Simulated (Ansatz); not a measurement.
Cost and result for the atomization energy of GaH$_{5}$OSi (`[SiH3][O][GaH2]`) (8 atoms, 7 bonds).

Cartesian coordinates in Å:
```
Si 0.5359 -1.2529 -0.0628
O 0.3997 0.2934 0.4322
Ga -0.6437 1.7154 0.1576
H -0.5292 -1.6058 -1.0467
H 0.4207 -2.1713 1.1020
H 1.8592 -1.4651 -0.7087
H -0.2276 2.9678 0.9808
H -1.8150 1.5184 -0.8544
```

The species carries charge 0 and has multiplicity 1. Correlated methods include outer-core shells of Ga, which these sets cover unevenly. Scalar relativity is left out up to krypton. The structure was optimised at the PBE0-D4/def2-TZVP level. Program: Ansatz. All runs use 4 threads of an Arm Neoverse V2 on a shared host. Times are those of one run each, without the atoms' runs, and a repeat can differ threefold. Electronic energies, without spin–orbit coupling; frozen cores. CCSD(T)/CBS adds CCSD(T) − MP2 in def2-TZVPP to the MP2 limit, and its time is that of the two runs behind it. T1 = 0.014. With those shells the extrapolation isn't a true limit. HSE06 is the plane-wave form, built on full-range PBE exchange.

CCSD(T)/CBS is a level of theory with its own doubt, some kJ/mol a heavy atom from the limit and from the frozen cores, so smaller differences don't rank the functionals.

```csv
level,functions,wall time,atomization (kJ/mol),difference from CCSD(T)/CBS,per bond
LDA (SPW92)/def2-TZVPP,191,0.75 s,2640.8,250.4,35.8
BLYP-D4/def2-TZVPP,191,1.1 s,2335.5,-54.9,-7.8
CCSD(T)/def2-SVP,89,1.7 s,2222.8,-167.6,-23.9
BHLYP-D4/def2-TZVPP,191,1.8 s,2321.3,-69.1,-9.9
HSE06-D4/def2-TZVPP,191,1.9 s,2319.8,-70.6,-10.1
B2PLYP/def2-TZVPP,191,2.7 s,2344.9,-45.5,-6.5
PBE-QIDH/def2-TZVPP,191,2.8 s,2341.3,-49.1,-7.0
r2SCAN-D4/def2-TZVPP (with forces),191,3.2 s,2374.3,-16.1,-2.3
r2SCANh-D4/def2-TZVPP,191,3.2 s,2361.1,-29.3,-4.2
ωB97X-V/def2-TZVPP,191,4.8 s,2392.7,2.3,0.3
MP2/def2-QZVPP,366,9.5 s,2382.8,-7.6,-1.1
CCSD(T)/def2-TZVPP,191,33 s,2339.5,-50.9,-7.3
CCSD(T)/CBS(def2),–,43 s,2390.4,0.0,0.0
```

In def2-TZVPP, CCSD(T) changes the Hartree–Fock value by +570.2 kJ/mol (the triples alone add +24.0 kJ/mol) and MP2 by +582.1 kJ/mol; breaking electron pairs costs correlation energy, which Hartree–Fock lacks. The D4 term adds +23.7 kJ/mol with B3LYP and +12.3 kJ/mol with PBE0; it sums over pairs of atoms, weighted by their polarisabilities, and B3LYP, whose exchange is more repulsive, gets the larger term. At CCSD(T), def2-SVP lies −167.5 kJ/mol from the extrapolated value and def2-TZVPP −50.9 kJ/mol: correlation converges slowly with the basis, and small sets miss more of it in the bonded molecule than in its fragments.

B3LYP here is the variant with VWN-RPA as its local correlation; programs differ in this.
